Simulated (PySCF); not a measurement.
# Electron correlation in Kr³⁺ (krypton, charge +3)

[Ar] 3d10 4s2 4p3, high-spin 4S determinant. Calculation: PySCF 2.14, in x2c-TZVPPall with one added diffuse shell each of s, p, d type (7s6p5d1f, 57 functions); scalar relativity by spin-free X2C-1e. Frozen: [Ne]; 23 electrons correlated.

```json
{"level": "CCSD", "correlation energy (mhartree)": "-259.55"}
{"level": "(T)", "correlation energy (mhartree)": "-5.30"}
{"level": "CCSD(T)", "correlation energy (mhartree)": "-264.85"}
```

Diagnostics: T1 = 0.0025, D1 = 0.0053, largest double amplitude 0.046.

Cost of the coupled-cluster step: about 22 core-seconds, for 23 correlated electrons.

Iterations:

```
CC2 = 0
CCSD nocc = (np.int64(13), np.int64(10)), nmo = (52, 52)
frozen orbitals [[0, 1, 2, 3, 4], [0, 1, 2, 3, 4]]
max_cycle = 100
direct = 0
conv_tol = 1e-08
conv_tol_normt = 1e-06
diis_space = 8
diis_start_cycle = 0
Init t2, MP2 energy = -0.258169399900334
Init E_corr(UCCSD) = -0.258169399900621
cycle = 1  E_corr(UCCSD) = -0.253917748039339  dE = 0.00425165186  norm(t1,t2) = 0.0340148
cycle = 2  E_corr(UCCSD) = -0.259435659986807  dE = -0.00551791195  norm(t1,t2) = 0.00787596
cycle = 3  E_corr(UCCSD) = -0.259242082263806  dE = 0.000193577723  norm(t1,t2) = 0.00223837
cycle = 4  E_corr(UCCSD) = -0.259558216285168  dE = -0.000316134021  norm(t1,t2) = 0.00065305
cycle = 5  E_corr(UCCSD) = -0.259546397693365  dE = 1.18185918e-05  norm(t1,t2) = 7.70953e-05
cycle = 6  E_corr(UCCSD) = -0.259545104155195  dE = 1.29353817e-06  norm(t1,t2) = 5.63402e-06
cycle = 7  E_corr(UCCSD) = -0.259545293157642  dE = -1.89002448e-07  norm(t1,t2) = 1.06477e-06
cycle = 8  E_corr(UCCSD) = -0.259545303860837  dE = -1.07031946e-08  norm(t1,t2) = 2.17633e-07
cycle = 9  E_corr(UCCSD) = -0.259545300918553  dE = 2.94228381e-09  norm(t1,t2) = 3.9636e-08
UCCSD converged
E(UCCSD) = -2785.843706973154  E_corr = -0.2595453009185533
UCCSD(T) correction = -0.00529985153983168
```

This basis was not built for core-valence correlation, so the inner-shell part is incomplete.
